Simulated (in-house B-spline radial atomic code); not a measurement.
Ionising Ba2+ with different functionals

Computed with a B-spline radial code for spherical atoms: four-component Dirac-Coulomb Hamiltonian, Fermi nucleus of rms radius 4.8378 fm, spin-restricted, spherical fractional occupations for the functionals. The ionisation energy is the difference of two self-consistent energies, [Kr] 4d10 5s2 5p6 → [Kr] 4d10 5s2 5p5, without Breit or QED terms; ε is the level of the shell that loses the electron (mean over j). The electron is taken from both j subshells in proportion to 2j + 1, so the result is a j average, not the step between ground levels.

Hybrids are left out here: with spherical fractional occupations of an open shell their exact exchange keeps a self-interaction that integer-occupation calculations don't have.

| method | rung | ΔSCF (eV) | -ε(5p) (eV) |
| --- | --- | --- | --- |
| LDA VWN5 | LDA | 36.71 | 31.12 |
| relativistic LDA | LDA | 36.69 | 31.11 |
| LDA PW92 | LDA | 36.70 | 31.12 |
| LDA exchange-only | LDA | 35.22 | 29.66 |
| PBE | GGA | 36.52 | 30.95 |
| PBEsol | GGA | 36.55 | 30.97 |
| BLYP | GGA | 36.31 | 30.74 |
| RPBE | GGA | 36.49 | 30.92 |
| PW91 | GGA | 36.59 | 31.01 |
| BP86 | GGA | ? | ? |
| AM05 | GGA | ? | ? |
| OLYP | GGA | 36.56 | 30.98 |

What does BP86 give?

ΔSCF 36.63 eV, and -ε(5p) = 31.05 eV.

What does AM05 give?

ΔSCF 36.53 eV, and -ε(5p) = 30.95 eV.

How do they compare with the NIST value?

NIST lists 35.844 eV ± 0.0025 (measured, ground level to ground level). Errors run from -0.62 to +0.86 eV; BLYP is closest (+0.47 eV), but part of that can be cancellation, since the calculations leave out Breit-QED terms, spin polarisation, the choice among j levels, multiplet and fine-structure energies.
